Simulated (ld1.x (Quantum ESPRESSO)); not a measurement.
# What the settings do to the TM potential of technetium (Tc)

Base potential:

- Element: technetium (Tc)
- Generator: ld1.x (Quantum ESPRESSO) 7.5
- Type: norm-conserving Troullier–Martins (Kleinman–Bylander form)
- Functional: PBE
- Relativity: scalar-relativistic
- Frozen core: [Ar] 3d10 4s2
- Valence charge: 13
- Reference configuration: 4p6 4d5 5s0 5p0 (charge +2)
- Partial waves: 5s (bound, empty): rc 2.05 bohr; 4d (bound): rc 1.45 bohr; 4p (bound): rc 1.90 bohr
- Local potential: the p channel
- Core correction: a·sin(br)/r model core, default radius (core density twice the valence density)

Cutoffs, loose and tight: the cutoffs (Ry, on a coarse ladder) from which the occupation-weighted sum of valence levels, in a spherical-Bessel basis at the reference potential, stays within 10 and 1 mRy of its value at 400 Ry. They do not see the model core or the augmentation charge, which bear on the density cutoff. Test errors are all-electron minus pseudo excitation energies from the reference, over the configurations 4p6 4d5 5s2 5p0; 4p6 4d5 5s1 5p0; 4p6 4d4 5s0 5p0; 4p6 4d5 5s1.5 5p0; 4p6 4d6 5s1 5p0; 4p6 4d5 5s0 5p2; 4p6 4d5 5s0 5p1. A dash means not determined; rows that change the core or the reference have their own tests.

A true bound ghost makes a file unfit for plane-wave use even where its test errors are small: the radial tests pick states by their node count and pass the ghost by.

The default core radius of the base comes out at 0.73 bohr.

```tsv
change	outcome	cutoff, loose	cutoff, tight	bound ghosts	largest test error (meV)
base	generated	50 Ry	60 Ry	s	+281
reference 4p6 4d5 5s2 5p0	generated	50 Ry	60 Ry	s	+119
wave 4p (bound): rc 1.90 bohr becomes 4p (bound): rc 2.94 bohr	generated	50 Ry	60 Ry	s	-864
local potential the s channel	generated	50 Ry	60 Ry	none	-1164
non-relativistic	generated	50 Ry	60 Ry	s	+267
core correction a·sin(br)/r model core inside 1.22 bohr	generated	50 Ry	60 Ry	s	+281
wave 4d (bound): rc 1.45 bohr becomes 4d (bound): rc 1.78 bohr	generated	45 Ry	55 Ry	s	+281
```

Q: What comes out with this change to the base: all radii but the core radius scaled by about 1.09 (s 2.22, p 2.06, d 1.58 bohr)?

A: outcome: generated; cutoff, loose: 50 Ry; cutoff, tight: 60 Ry; bound ghosts: s; largest test error (meV): +319.

Q: What comes out with this change to the base: core [Kr], valence charge 7; reference 4d5 5s2 5p0; waves now 5p (bound): rc 3.55 bohr; 4d (bound): rc 1.45 bohr; 5s (bound): rc 1.95 bohr; local potential the s channel; core correction a·sin(br)/r model core inside 1.25 bohr?

A: outcome: generated; cutoff, loose: 50 Ry; cutoff, tight: 70 Ry; bound ghosts: none; largest test error (meV): -277.
